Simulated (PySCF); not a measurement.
C6H9F.
Numbering: `[CH2:1]=[C:2]=[CH:3][CH2:4][C@H:5]([CH3:6])[F:7]` (hydrogens: H8, H9 on C1; H10 on C3; H11, H12 on C4; H13 on C5; H14, H15, H16 on C6)

Level: wB97X-D/def2-SVPD in PySCF, non-relativistic, on one gas-phase PBE0-D3(BJ)/def2-SVP geometry that isn't relaxed in the solvent. The solvent is an IEF-PCM continuum (van der Waals radii × 1.2), and excitations are vertical TDDFT with non-equilibrium linear response and a frozen core. The model holds no explicit solvent molecules, cavitation or dispersion.

Gas-phase singlets (H = HOMO, L = LUMO):

```csv
state,E (eV),λ (nm),f,leading configuration
S1,5.856,212,0.000,H→L 69%
S2,6.250,198,0.000,H-1→L+1 80%
S3,7.271,171,0.065,H→L+1 56%
S4,7.395,168,0.020,H→L+2 79%
S5,7.556,164,0.278,H-1→L+2 55%
```

Task: Give the list for chloroform (ε = 4.711), n² = 2.09.

Result: 
| state | E (eV) | λ (nm) | f | leading configuration | change by rank (eV) |
| --- | --- | --- | --- | --- | --- |
| S1 | 5.865 | 211 | 0.000 | H→L 74% | +0.009 |
| S2 | 6.285 | 197 | 0.000 | H-1→L+1 84% | +0.035 |
| S3 | 7.231 | 171 | 0.378 | H→L+1 79% | -0.040 |
| S4 | 7.347 | 169 | 0.036 | H→L+2 76% | -0.048 |
| S5 | 7.416 | 167 | 0.794 | H-1→L 65% | -0.140 |

Task: How do the frontier levels move from gas to chloroform?

Result: 
```csv
orbital,gas (eV),solvent (eV),change (eV)
LUMO+2,2.39,2.48,+0.09
LUMO+1,1.96,2.07,+0.11
LUMO,1.81,1.93,+0.12
HOMO,-9.35,-9.27,+0.08
HOMO-1,-9.71,-9.64,+0.07
HOMO-2,-11.27,-11.20,+0.07
HOMO-3,-11.66,-11.60,+0.06
```

The HOMO–LUMO gap goes from 11.17 to 11.20 eV.

The values belong to the conformer `[CH2:1]=[C:2]=[CH:3][CH2:4][C@H:5]([CH3:6])[F:7]`: C2–C3–C4–C5 -105°, C3–C4–C5–C6 -62°.
